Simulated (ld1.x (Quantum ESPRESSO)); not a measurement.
## titanium (Ti): variants of one ultrasoft potential

Base potential:

* Element: Ti (Z = 22)
* Generator: ld1.x (Quantum ESPRESSO) 7.5
* Type: ultrasoft
* Functional: Wu–Cohen
* Relativity: scalar-relativistic
* Frozen core: [Ar]
* Valence charge: 4
* Reference configuration: 3d2 4s2 4p0
* Partial waves: 4s (bound): rcut 2.05, rcutus 2.90 bohr; 4s channel at 3.05 Ry: rcut 2.05, rcutus 2.90 bohr; 4p (bound, empty): rcut 2.20, rcutus 2.70 bohr; 4p channel at 1.95 Ry: rcut 2.20, rcutus 2.70 bohr; 3d (bound): rcut 1.10, rcutus 1.15 bohr; 3d channel at 4.9 Ry: rcut 1.10, rcutus 1.15 bohr; 4f channel at 0.05 Ry: rc 2.80 bohr
* Local potential: the f channel
* Core correction: none
* Augmentation charge: PSQ, radius 1.10 bohr

All-electron outer shells of the reference configuration (Wu–Cohen, scalar-relativistic, ld1.x):

| shell | level (eV) | outermost node (bohr) | outermost maximum (bohr) |
| --- | --- | --- | --- |
| 3s | -62.47 | 0.40 | 0.87 |
| 3p | -38.80 | 0.37 | 0.90 |
| 4s | -4.49 | 1.24 | 2.92 |
| 3d | -4.28 | – | 0.98 |
| 4p | -1.44 | 1.39 | 3.80 |

Cutoffs, loose and tight: the cutoffs (Ry, on a coarse ladder) from which the occupation-weighted sum of valence levels, in a spherical-Bessel basis at the reference potential, stays within 10 and 1 mRy of its value at 400 Ry. They do not see the model core or the augmentation charge, which bear on the density cutoff. Test errors are all-electron minus pseudo excitation energies from the reference, over the configurations 3d2 4s1 4p0; 3d2 4s0 4p0; 3d1 4s0 4p0; 3d1 4s2 4p0; 3d3 4s0 4p0; 3d2 4s1.5 4p0; 3d2 4s0 4p2. A dash means not determined; rows that change the core or the reference have their own tests.

A true bound ghost makes a file unfit for plane-wave use even where its test errors are small: the radial tests pick states by their node count and pass the ghost by.

| change | outcome | cutoff, loose | cutoff, tight | bound ghosts | largest test error (meV) |
| --- | --- | --- | --- | --- | --- |
| base | generated | 70 Ry | 100 Ry | none | -76 |
| wave 4f channel at 0.05 Ry: rc 2.80 bohr becomes 4f channel at 0.05 Ry: rc 1.94 bohr | generated | 70 Ry | 100 Ry | s | -82 |
| wave 4f channel at 0.05 Ry: rc 2.80 bohr becomes 4f channel at 0.05 Ry: rc 2.28 bohr | generated | 70 Ry | 110 Ry | none | +243 |
| wave 4f channel at 0.05 Ry: rc 2.80 bohr becomes 4f channel at 0.05 Ry: rc 2.90 bohr | generated | 70 Ry | 100 Ry | none | -76 |
| wave 4f channel at 0.05 Ry: rc 2.80 bohr becomes 4f channel at 0.05 Ry: rc 3.12 bohr | generated | 70 Ry | 110 Ry | none | -74 |
| wave 4f channel at 0.05 Ry: rc 2.80 bohr becomes 4f channel at 0.05 Ry: rc 3.72 bohr | generated | 70 Ry | 110 Ry | none | -67 |
| wave 4f channel at 0.05 Ry: rc 2.80 bohr becomes 4f channel at 0.05 Ry: rc 4.16 bohr | generated | 70 Ry | 110 Ry | none | -58 |

Reading the sweep of the f radius (base included, trends over the rows without a ghost): The loose cutoff stays near 70 Ry. The median size of the test errors (rows with all tests solved) falls from 31.8 meV at 2.28 to 19.8 meV at 4.16 bohr. This runs against the usual rule that a larger radius transfers worse; these runs do not show why. Bound ghosts are found at 1.94 bohr.
